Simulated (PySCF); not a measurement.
**Vibration and rotation of KLi**

PBE0 constants of KLi, ¹Σ⁺ (singlet), closed shell (PySCF, spin-free X2C with a Gaussian nucleus, basis sets K x2c-TZVPall, Li x2c-TZVPall; masses 38.9637 and 7.0160 u):

| Property | Result |
| --- | --- |
| ωe | 205.6 cm⁻¹ |
| ωexe | 0.996 cm⁻¹ |
| Be | 0.24697 cm⁻¹ |
| αe | 0.00165 cm⁻¹ |
| D (centrifugal) | 1.43e-06 cm⁻¹ |
| De to K + Li | 0.64 eV |

(1) Give the vibrational terms G(v) and spacings up to v = 6.

Closed-shell solutions of metal pairs were not tested for spin polarisation, which can lower them a little.

Answers

(1) G(v) = ωe(v+½) − ωexe(v+½)².

```json
{"v": "0", "G(v) (cm⁻¹)": "102.6", "G(v) − G(v−1)": "", "Bv (cm⁻¹)": "0.2461"}
{"v": "1", "G(v) (cm⁻¹)": "306.2", "G(v) − G(v−1)": "203.6", "Bv (cm⁻¹)": "0.2445"}
{"v": "2", "G(v) (cm⁻¹)": "507.8", "G(v) − G(v−1)": "201.6", "Bv (cm⁻¹)": "0.2428"}
{"v": "3", "G(v) (cm⁻¹)": "707.4", "G(v) − G(v−1)": "199.6", "Bv (cm⁻¹)": "0.2412"}
{"v": "4", "G(v) (cm⁻¹)": "905.0", "G(v) − G(v−1)": "197.6", "Bv (cm⁻¹)": "0.2395"}
{"v": "5", "G(v) (cm⁻¹)": "1100.7", "G(v) − G(v−1)": "195.6", "Bv (cm⁻¹)": "0.2379"}
{"v": "6", "G(v) (cm⁻¹)": "1294.3", "G(v) − G(v−1)": "193.6", "Bv (cm⁻¹)": "0.2362"}
```
